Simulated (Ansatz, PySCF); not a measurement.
Spin gap between two states, R1 and P1; the higher of the two is an excited state, each structure at its B3LYP-D3(BJ)/def2-TZVP stationary point, reached from a drawn start (curvature not checked).
P1, O2 (SMILES O=O) (charge 0, multiplicity 1):
```xyz
2

O      0.549     0.191    -0.157
O     -0.549    -0.191     0.157
```
R1, O2 (SMILES O=O) (charge 0, multiplicity 3):
| atom | x (Å) | y (Å) | z (Å) |
|---|---|---|---|
| O | 0.0000 | 0.0000 | 0.6022 |
| O | 0.0000 | 0.0000 | -0.6022 |

P less R. No zero-point or thermal terms; singlets are restricted closed shells; open shells are unrestricted; no spin–orbit coupling.

Cores are frozen in the correlated methods. CBS(a, b) extrapolates the correlation energy as X⁻³ and adds the Hartree–Fock energy of set b.

Codes used: Ansatz (Gaussian orbitals); PySCF for the D3/D4 terms. Each number belongs to the level named beside it.

### Question
Estimate the spin gap that CCSD(T)/CBS(cc-pVTZ, cc-pVQZ) returns for this input.

### Answer
29.3 kcal/mol

### Question
Estimate the spin gap that B3LYP-D3(BJ)/def2-TZVPP returns for this input.

### Answer
38.7 kcal/mol

### Question
Estimate the spin gap that SCS-MP2/cc-pVQZ returns for this input.

### Answer
21.8 kcal/mol

Ansatz is a program for electronic structure.
